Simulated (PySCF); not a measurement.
# Potential energy of RbBr along the bond

Set-up: PySCF, scalar-relativistic core potentials, basis sets Rb def2-SVP with ECP28, Br def2-SVP. Energies in eV from Rb + Br in their ground configurations at the same level. State: ¹Σ⁺ (singlet), closed shell.

Curves on a restricted Hartree–Fock reference rise too fast on stretching and do not dissociate correctly.

```
R (Å)  RHF-MP2     PBE
2.579   -2.914  -3.179
2.699   -3.310  -3.532
2.819   -3.525  -3.721
2.909   -3.603  -3.786
2.999   -3.628  -3.805
3.089   -3.615  -3.788
3.209   -3.554  -3.728
3.359   -3.432  -3.612
3.539   -3.248  -3.439
3.779   -2.976  -3.188
```

Task: Put a parabola through the three lowest points of the RHF-MP2 curve and estimate Re, k and ωe (reduced mass 40.9 u; 1 eV/Å² = 0.16022 mdyn/Å; ωe = 1302.8·√(k/μ) cm⁻¹).

Result: Through R = 2.909, 2.999, 3.089 Å the second-order coefficient is 2.35 eV/Å², so Re ≈ 3.013 Å, k ≈ 0.752 mdyn/Å and ωe ≈ 177 cm⁻¹. A polynomial fit of higher order to the unrounded RHF-MP2 energies gives Re = 3.009 Å, k = 0.739 mdyn/Å, ωe = 175 cm⁻¹; anharmonicity and rounding make the difference.

The higher-order fit for each curve: RHF-MP2: Re = 3.009 Å, ωe = 175 cm⁻¹, De = 3.63 eV; PBE: Re = 2.997 Å, ωe = 169 cm⁻¹, De = 3.80 eV.

Correlated steps freeze 9 core orbitals. Correlated levels converge slowly with the basis: in double zeta they bind strong bonds too weakly, by up to about 1 eV, and carry superposition errors of some tenths. Where the molecule has an RHF reference, its open-shell atoms are computed with UHF.
